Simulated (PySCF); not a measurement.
# Ar²⁺ (argon, charge +2) across methods

[Ne] 3s1 3p4 4s1, high-spin 5P determinant (an excited configuration). Computed with PySCF 2.14 in dyall-av2z, with the non-relativistic Hamiltonian (point nucleus).

```csv
method,E (hartree),mean ε 3p α (eV),mean ε 3p β (eV),mean ε 4s α (eV),Σ⟨r²⟩ (bohr²),⟨S²⟩
TPSS,-524.6161,-43.853,-39.497,-16.264,25.64,6.001
r2SCAN,-524.5654,-44.497,-39.560,-16.425,25.82,6.001
B97-3,-524.5073,-45.550,-40.741,-16.905,25.41,6.001
PBEsol,-523.6693,-43.488,-39.207,-16.398,25.50,6.000
PBE0,-524.4349,-45.721,-40.738,-17.021,25.56,6.000
LDA,-522.9828,-43.386,-39.163,-16.512,25.25,6.000
r2SCANh,-524.5632,-45.243,-40.080,-16.680,25.81,6.001
PBE,-524.4060,-43.559,-39.344,-16.377,25.46,6.000
```

The outer electron is Rydberg-like, and this basis confines it to a smaller radius and binds it less than a complete one would.
